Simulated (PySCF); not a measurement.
# `InChI=1S/C6H5BrO2/c1-5(7)3-2-4-6(8)9/h1,3H2,(H,8,9)`

Cartesian coordinates in Å; atom numbers follow the order of the lines, from 1:
```xyz
14

C     2.719    0.828    0.606
C     1.872   -0.180    0.519
Br    1.657   -1.393    1.984
C     1.003   -0.497   -0.665
C    -0.394   -0.338   -0.328
C    -1.534   -0.197    0.029
C    -2.927   -0.072    0.363
O    -3.830   -0.479   -0.319
O    -3.100    0.556    1.532
H     3.314    1.002    1.485
H     2.845    1.517   -0.212
H     1.252    0.169   -1.495
H     1.168   -1.533   -0.982
H    -4.045    0.616    1.741
```

Level of theory: PySCF, GIAO B97-2/pcSseg-1 magnetisability, rotational g tensor and spin-rotation constants, non-relativistic, gas phase. Geometry: GFN2-xTB.

The calculation is non-relativistic, which matters for the atoms heavier than Zn.

Q: What are the magnetisability and the molar susceptibility?

A: Isotropic -1453 × 10⁻³⁰ J/T², or -87.5 × 10⁻⁶ cm³/mol; principal values -1510, -1484, -1365 × 10⁻³⁰ J/T², anisotropy 134 × 10⁻³⁰ J/T² (root of half the summed squared differences of the principal values). The susceptibility is in cgs units.

Q: Split it along the inertial axes a, b, c into diamagnetic and paramagnetic parts about the centre of mass, with the quadrupole moment.

A: 
| axis | χ (10⁻⁶ cm³/mol) | diamagnetic (10⁻⁶ cm³/mol) | paramagnetic (10⁻⁶ cm³/mol) | summed x² of all electrons (Å²) | quadrupole Θ (D Å) |
| --- | --- | --- | --- | --- | --- |
| a | -88.0 | -675.1 | 587.1 | 504.3 | -8.93 |
| b | -88.8 | -2353.9 | 2265.1 | 108.6 | +10.29 |
| c | -85.6 | -2600.1 | 2514.5 | 50.5 | -1.37 |

Anisotropies 2χaa − χbb − χcc = -1.6 and 2χbb − χaa − χcc = -3.9 × 10⁻⁶ cm³/mol. Θ is traceless in Buckingham's convention.

Q: And the rotational g tensor?

A: 
| axis | rotational constant (GHz) | g | nuclear part | electronic part |
| --- | --- | --- | --- | --- |
| a | 2.0672 | -0.0170 | 0.5532 | -0.5702 |
| b | 0.4838 | -0.0064 | 0.5084 | -0.5148 |
| c | 0.4361 | -0.0050 | 0.5101 | -0.5151 |

Asymmetric top; isotopes 79Br, 12C, 1H, 16O; no vibrational averaging.
